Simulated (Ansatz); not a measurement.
Correlation energies of `C=[CH][SnH2][Br]` by basis set

| atom | x (Å) | y (Å) | z (Å) |
| --- | --- | --- | --- |
| C1 | 0.0353 | -0.4177 | -1.5863 |
| C2 | -0.0869 | -0.8682 | -0.3455 |
| Sn3 | -0.0236 | 0.4100 | 1.3418 |
| Br4 | 0.3112 | 2.6971 | 0.4191 |
| H5 | 0.1752 | 0.6369 | -1.8067 |
| H6 | 0.0006 | -1.0898 | -2.4401 |
| H7 | -0.2256 | -1.9326 | -0.1692 |
| H8 | -1.4871 | 0.4550 | 2.2150 |
| H9 | 1.3010 | 0.1094 | 2.3720 |

Charge 0, multiplicity 1. Correlated methods include outer-core shells of Br, Sn, which these sets cover unevenly. Scalar relativity is left out up to krypton. Sn: def2 effective core potential. The geometry is a stationary point of PBE0-D4/def2-TZVP. It is one conformer, not always the lowest. Frozen core, restricted reference, Ansatz.

```csv
basis,HF (Eh),MP2 corr.
def2-SVP,-2864.03986,-0.60893
def2-TZVPP,-2864.45476,-0.92711
def2-QZVPP,-2864.50964,-1.47917
```

Task: Estimate the CCSD correlation energy and the (T) correction in each basis where they were run (hartree).

Result: 
| basis | CCSD corr. | (T) |
| --- | --- | --- |
| def2-SVP | -0.64927 | -0.01960 |
| def2-TZVPP | -0.95277 | -0.03533 |
